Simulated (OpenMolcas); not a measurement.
# Si IV: effect of the level shift or regulariser

```
Program             : OpenMolcas
Basis               : ANO-R3 [6s5p4d2f1g]
Scalar Hamiltonian  : X2C, finite nucleus
Active space        : 1 electron in 4 orbitals (3s 3p)
State averaging     : 2S+1 = 2 even, 1 root; 2S+1 = 2 odd, 3 roots
Spin-orbit coupling : RASSI with atomic mean-field integrals over the reference wave functions, term energies averaged over their components
```

Methods on the same reference wave functions:
A. CASSCF
B. SS-CASPT2, IPEA 0.25 Eh, imaginary shift 0.1 Eh (closed shells correlated: 2s 2p)
C. SS-CASPT2, IPEA 0.25 Eh, real shift 0.2 Eh (closed shells correlated: 2s 2p)

Energies in cm⁻¹ above 3s ²S_1/2, the measured ground level; measured values from NIST levels in Kelleher and Podobedova, J. Phys. Chem. Ref. Data 37, 1285 (2008).

```
     Level      A      B      C  Measured
 3s ²S_1/2    0.0    0.0    0.0       0.0
3p ²P°_1/2  70847  71562  71562     71288
3p ²P°_3/2  71229  71944  71944     71749
```

Deviations, from unrounded energies. A percentage is the sum of absolute deviations over the sum of measured energies, with the sign that they share, or ± where signs differ.

| Against measurement | Levels | A | B | C |
| --- | --- | --- | --- | --- |
| mean absolute deviation (cm-1) | 2 | 480 | 240 | 230 |
| other configurations (%) | 2 | -0.7 | +0.3 | +0.3 |

B, C lie about equally close to measurement and A furthest from it. The largest miss of C in the table is 3p ²P°_1/2, by +270 cm-1. The ranking rests on the paired levels alone, and a cruder setting can come out closer through cancelling errors.

Between B and C no level of the table moves by more than 5 cm-1.

The lowest spin-free term lies below A's lowest term by 0.267 hartree in B, 0.267 hartree in C.

With one active electron the reference holds no correlation, so core polarisation is missing (holds for A). With one active electron, CASPT2 adds the correlation within the correlated inactive shells and between them and that electron, and leaves the splitting within a term as the reference gives it (holds for B; C). Computed and measured levels are paired by configuration, term and J; levels that our copy of the source lacks, or whose pairing is in doubt (as where it misses far off the trend of its configuration), stay unpaired and out of the deviations. Levels of configurations outside the active space are missing.

° marks odd parity.
